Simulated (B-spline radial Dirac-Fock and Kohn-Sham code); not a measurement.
Method: multi-electron Dirac-Fock with separately optimised hole states, Breit and Lamb-shift corrections added in first order. Computed with a radial finite-basis atomic code. Free neutral atoms.

**Question.** Order these X-ray lines by photon energy, lowest first.
A. Pm Kβ2'
B. Hf Kβ2''
C. Cs Kβ2'
D. Tb Kα2
E. Ba Kβ1
F. Sn Kβ1

**Answer.** F (28482.0 eV), C (35811.7 eV), E (36372.5 eV), D (43741.8 eV), A (44935.9 eV), B (64895.4 eV).
